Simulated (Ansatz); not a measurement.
Geometry optimisation, Ansatz 0.2.0, RKS LDA/def2-SVP.

The input (input.yaml):

```yaml
crystal:
  periodic: [false, false, false]
  atoms:
    - { symbol: Ti, position_ang: [0.014555, -0.139014, 0.105085] }
    - { symbol: "N", position_ang: [0.022326, -0.08153, 2.096077] }
    - { symbol: H, position_ang: [-0.843048, -0.201743, 2.639266] }
    - { symbol: H, position_ang: [0.839139, -0.426633, 2.620196] }
    - { symbol: Cl, position_ang: [2.010733, -0.424346, -0.656672] }
    - { symbol: F, position_ang: [-0.863901, 1.198029, -0.525466] }
    - { symbol: F, position_ang: [-0.933656, -1.495623, -0.356315] }
    - { symbol: F, position_ang: [1.348405, 2.37338, 1.114234] }
    - { symbol: H, position_ang: [0.778548, 2.00538, 1.759793] }
basis:
  gaussian: { orbitals: def2-SVP }
hamiltonian:
  xc: lda
relax:
  f_tol: 0.03
  max_steps: 50
```

Launched with:

```bash
$ ansatz run input.yaml --threads 4 --pin off --max-ram 5120MiB --backend cpu --events-out ev --progress --plain --runs-dir out
```

Where does it end, and by what steps?

The forces met the threshold. After 19 steps the energy has fallen by 2.086 eV; H9 moved furthest, 1.45 Å. Parted: F8–H9 (0.94 → 2.45 Å). Joined: Ti1–F8 (3.02 → 1.74 Å), N2–H9 (2.25 → 1.03 Å).

```json
{"step": "0", "energy less start (eV)": "0.0000", "largest force component (eV/Å)": "2.162", "accepted": "yes"}
{"step": "1", "energy less start (eV)": "-0.3389", "largest force component (eV/Å)": "0.588", "accepted": "yes"}
{"step": "2", "energy less start (eV)": "-0.5224", "largest force component (eV/Å)": "0.511", "accepted": "yes"}
{"step": "3", "energy less start (eV)": "-0.6534", "largest force component (eV/Å)": "0.593", "accepted": "yes"}
{"step": "4", "energy less start (eV)": "-0.7247", "largest force component (eV/Å)": "1.174", "accepted": "yes"}
{"step": "5", "energy less start (eV)": "-1.0118", "largest force component (eV/Å)": "1.782", "accepted": "yes"}
{"step": "6", "energy less start (eV)": "-1.4573", "largest force component (eV/Å)": "1.142", "accepted": "yes"}
{"step": "7", "energy less start (eV)": "-1.6727", "largest force component (eV/Å)": "0.711", "accepted": "yes"}
{"step": "8", "energy less start (eV)": "-1.6888", "largest force component (eV/Å)": "2.282", "accepted": "yes"}
{"step": "9", "energy less start (eV)": "-1.7967", "largest force component (eV/Å)": "0.769", "accepted": "yes"}
{"step": "10", "energy less start (eV)": "-1.8190", "largest force component (eV/Å)": "0.379", "accepted": "yes"}
{"step": "11", "energy less start (eV)": "-1.7878", "largest force component (eV/Å)": "1.069", "accepted": "no"}
{"step": "12", "energy less start (eV)": "-1.8408", "largest force component (eV/Å)": "0.149", "accepted": "yes"}
{"step": "13", "energy less start (eV)": "-1.8572", "largest force component (eV/Å)": "0.145", "accepted": "yes"}
{"step": "14", "energy less start (eV)": "-1.8871", "largest force component (eV/Å)": "0.257", "accepted": "yes"}
{"step": "15", "energy less start (eV)": "-1.9400", "largest force component (eV/Å)": "0.410", "accepted": "yes"}
{"step": "16", "energy less start (eV)": "-2.0101", "largest force component (eV/Å)": "0.543", "accepted": "yes"}
{"step": "17", "energy less start (eV)": "-2.0660", "largest force component (eV/Å)": "0.548", "accepted": "yes"}
{"step": "18", "energy less start (eV)": "-2.0833", "largest force component (eV/Å)": "0.141", "accepted": "yes"}
{"step": "19", "energy less start (eV)": "-2.0856", "largest force component (eV/Å)": "0.024", "accepted": "yes"}
```

```xyz
9
Properties=species:S:1:pos:R:3
Ti 0.065 0.564 0.006
N 0.423 0.052 2.183
H -0.426 -0.380 2.576
H 1.212 -0.605 2.278
Cl 1.945 -0.553 -0.298
F -0.253 0.982 -1.646
F -1.389 -0.335 0.328
F 0.160 2.171 0.663
H 0.637 0.912 2.707
```

Whether the end is a true minimum wasn't checked by a vibrational analysis.

The run took 24 s on 4 threads of Arm Neoverse V2, on a shared host, peak memory 0.19 GiB.
